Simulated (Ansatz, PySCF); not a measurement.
Gas-phase reaction (SMILES): NB(N)N + Cl (HCl) → NB(N)Cl + N (NH3); hydrogen chloride cleaves one B-N bond, a model of a ligand-exchange step.

Geometries: B3LYP-D3(BJ)/def2-TZVP minima from Ansatz (a quantum-chemistry and plane-wave program), one conformer each, not searched for the lowest. Cores are frozen in the correlated levels unless marked. No spin-orbit coupling. Non-relativistic. Basis-set limits of correlation are two-point, X^-3; Hartree-Fock from the larger set. [CCSD(T)-MP2]/basis is that difference in the basis named. Thermal terms are rigid-rotor harmonic-oscillator values from B3LYP-D3(BJ) frequencies (Ansatz or PySCF) at 298.15 K and 1 atm. 1 Eh = 627.5095 kcal/mol.

| species | E, RI-MP2/CBS(aug-cc-pV(T+d)Z,aug-cc-pV(Q+d)Z)+[CCSD(T)-MP2]/aug-cc-pV(T+d)Z (Ansatz) (Eh) | E, PBE/def2-TZVPD (Ansatz) (Eh) | H - E (Eh) |
|---|---|---|---|
| NB(N)N | -192.64057 | -192.67864 | 0.09030 |
| Cl (HCl) | -460.37874 | -460.62833 | 0.01000 |
| NB(N)Cl | -596.52057 | -596.80662 | 0.06511 |
| N (NH3) | -56.50756 | -56.51037 | 0.03799 |

Task: Work out ΔE and ΔH at 298.15 K at the first level, then ΔH at the second.

Result: 
1. ΔE = [(-596.52057) + (-56.50756)] - [(-192.64057) + (-460.37874)] = -0.00882 Eh = -5.5 kcal/mol at RI-MP2/CBS(aug-cc-pV(T+d)Z,aug-cc-pV(Q+d)Z)+[CCSD(T)-MP2]/aug-cc-pV(T+d)Z.
2. The terms H - E add up to 0.00280 Eh, so ΔH = (-0.00882 + (0.00280))×627.5095 = -3.8 kcal/mol.
3. At PBE/def2-TZVPD the same steps give ΔE = -6.3 and ΔH = -4.5 kcal/mol, a shift of -0.7 from the first level.
4. These values are not checked against measurement here, since the tables used lack a sound gas-phase enthalpy of formation for at least one species.
